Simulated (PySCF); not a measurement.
Bonds: C1-C2 1.202 Å, C2-Si3 1.851 Å, Si3-F4 1.630 Å, Si3-C5 1.908 Å, C5-C6 1.350 Å, C6-C7 1.440 Å, C7-N8 1.263 Å, C6-Si9 1.911 Å, Si9-Si3 2.341 Å. C1 carries H10; C5 carries H11; C7 carries H12; N8 carries H13; Si9 carries H14, H15.

- PBE0/pcSseg-1 with gauge-including orbitals
- geometry: GFN2-xTB
- code: PySCF 2.14.0 with density-fitted response routines
- single conformer, in vacuum, non-relativistic

Scale: 13C (σref 186.93) against TMS (reference shieldings calculated alike).

Problem. Do the 13C shifts follow the atomic charges (in e)? Tabulate both.

Solution. 
| atoms | hybridisation | δ (ppm) | σ para (ppm) | Hirshfeld | IAO | Mulliken | ESP-fitted |
| --- | --- | --- | --- | --- | --- | --- | --- |
| C5 | – | 183.3 | -256 | -0.12 | -0.41 | -0.29 | -0.35 |
| C6 | – | 181.3 | -260 | -0.08 | -0.23 | -0.44 | -0.10 |
| C7 | – | 174.0 | -235 | +0.04 | +0.04 | +0.12 | +0.36 |
| C1 | – | 105.2 | -178 | -0.07 | -0.17 | -0.17 | -0.30 |
| C2 | – | 88.1 | -160 | -0.16 | -0.34 | -0.18 | -0.20 |

Correlation coefficients of δ with charge over these carbons: Hirshfeld +0.44, IAO +0.15, Mulliken -0.13, ESP-fitted +0.33; with the paramagnetic shielding -0.99. With so few points these coefficients are fragile. Charge is one influence among several: hybridisation and low-lying excitations act through the paramagnetic term.

Shifts are as computed. Against solution values, carbons near 30 ppm lie about +3 ppm off and those near 130 ppm about +5 ppm. Of 1309 compounds with measured shifts, 239 miss one by over three times the rms of a fit or turn the order of signals round; such compounds aren't used in these exercises.
